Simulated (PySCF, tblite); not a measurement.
Isomers of C7H15F. Computed values, GFN2-xTB/tblite, gas phase, harmonic and unscaled. Against measured fundamentals such values can be off by several per cent, at times by over 20. One conformer each.

Electronic energies: PBE0-D3(BJ)/def2-SVP at its own geometries (PySCF, gas phase).

| SMILES | electronic energy, lowest = 0 (kcal/mol) |
| --- | --- |
| CCC(C)(C)CCF | 6.3 |
| CC(C)C(F)C(C)C | 0.0 |
| CCC(CC)[C@@H](C)F | 2.2 |

How do GFN2-xTB zero-point energies change the relative energies?

| SMILES | ZPE (kcal/mol) | of it from modes above 1550 cm⁻¹ | electronic (kcal/mol) | with ZPE, lowest = 0 (kcal/mol) | lowest mode (cm⁻¹) | rings |
| --- | --- | --- | --- | --- | --- | --- |
| CC(C)C(F)C(C)C | 129.7 | 64.7 | 0.0 | 0.0 | 66 | 0 |
| CCC(CC)[C@@H](C)F | 130.1 | 64.6 | 2.2 | 2.6 | 67 | 0 |
| CCC(C)(C)CCF | 129.9 | 64.6 | 6.3 | 6.5 | 59 | 0 |

The zero-point energies span 0.4 kcal/mol, from `CC(C)C(F)C(C)C` to `CCC(CC)[C@@H](C)F`. The order is unchanged.

And how do the electronic energies of GFN2-xTB itself compare?

`CC(C)C(F)C(C)C` 0.0; `CCC(CC)[C@@H](C)F` 2.0; `CCC(C)(C)CCF` 2.1 kcal/mol, lowest = 0. Against the energies above, taken from the same isomer `CC(C)C(F)C(C)C`, the largest difference is 4.2 kcal/mol. The two levels were optimised apart and needn't hold the same conformer.

What do entropy and thermal enthalpy add at 298.15 K and 1 bar (rigid rotor, harmonic oscillator, one conformer each)?

```csv
SMILES,point group,symmetry number,S (cal/(mol K)),H − H(0) (kcal/mol),ZPE + H − H(0) − TS (kcal/mol)
CC(C)C(F)C(C)C,C1,1,97.5,7.12,107.7
CCC(CC)[C@@H](C)F,C1,1,98.0,7.05,107.9
CCC(C)(C)CCF,C1,1,97.9,7.07,107.8
```
